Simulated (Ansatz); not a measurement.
Consider the formal exchange of groups at the Si–C bond: `C[Si](C)(S)Cl` + `C=O` → `C[Si](S)(Cl)C=O` + CH₄.

Gas-phase electronic energies from Ansatz, PBE0-D4/def2-TZVP geometries. CCSD(T)/CBS adds triple-zeta CCSD(T) − MP2 to the extrapolated MP2 energy (def2 sets, frozen cores). This one scheme is used for every species. Functionals use def2-TZVPP. B3LYP here is the variant with VWN-RPA as its local correlation; programs differ in this. One conformer a species, not always the lowest.

Question: Is it downhill or uphill in electronic energy at CCSD(T)/CBS, and by how much? (Estimate.)

Answer: Ansatz gave: Uphill: ΔE = +0.17 eV.

Question: What do these levels give: PBE0-D4, B3LYP-D4, ωB97X-V, PBE, r2SCAN, B3LYP, CCSD/def2-TZVPP, HF/def2-QZVPP, MP2/def2-QZVPP, HF/CBS(def2), MP2/CBS(def2), CCSD/CBS(def2)? (An estimate is asked.)

Answer: Ansatz gave: PBE0-D4 0.15, B3LYP-D4 0.11, ωB97X-V 0.17, PBE 0.08, r2SCAN 0.12, B3LYP 0.11, CCSD/def2-TZVPP 0.20, HF/def2-QZVPP 0.21, MP2/def2-QZVPP 0.20, HF/CBS(def2) 0.21, MP2/CBS(def2) 0.19, CCSD/CBS(def2) 0.19 eV.

Largest T1 diagnostic among the species: 0.015.

From PBE to PBE0 (25 % exact exchange), in def2-TZVPP and without D4, ΔE moves by +0.07 eV.
